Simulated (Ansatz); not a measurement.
H5NOSSi2. Charge 0, multiplicity 1.

```csv
atom,x (Å),y (Å),z (Å)
S1,-2.624,0.680,0.103
Si2,-0.848,-0.388,0.532
N3,0.229,-0.705,-0.779
Si4,1.468,0.192,0.028
O5,0.379,0.478,1.263
H6,-2.000,1.599,-0.655
H7,-1.316,-1.534,1.341
H8,0.135,-1.173,-1.660
H9,1.924,1.432,-0.649
H10,2.652,-0.581,0.476
```

(1) What are the harmonic wavenumbers in cm⁻¹ at PBE0-D4/def2-TZVP (Ansatz, finite differences of forces, unscaled)? (An estimate is asked.)

(2) Is this a minimum?

(3) Give the ideal-gas thermochemistry at 298.15 K and 1 bar (rigid rotor, harmonic oscillator; point group C1, symmetry number 1).

(4) And at 400, 500, 600, 800 and 1000 K?

## Answers

(1) The calculation gave: 112, 158, 254, 282, 379, 472, 592, 608, 680, 686, 708, 725, 803, 862, 886, 920, 970, 1018, 1029, 2227, 2236, 2255, 2706, 3715.

(2) Yes, all 24 modes are real.

(3) Zero-point energy 151.2 kJ/mol; H(298) − E = 171.6 kJ/mol; entropy 341.8 J/(mol·K), of which translation 168.9, rotation 114.9, vibration 58.0; G(298) − E = 69.7 kJ/mol.

(4) 
```
T (K)  H − E (kJ/mol)  S (J/mol/K)  G − E (kJ/mol)
  400           184.2        378.2            33.0
  500           198.7        410.4            -6.5
  600           214.6        439.3           -49.0
  800           249.4        489.3          -142.0
 1000           287.0        531.2          -244.2
```
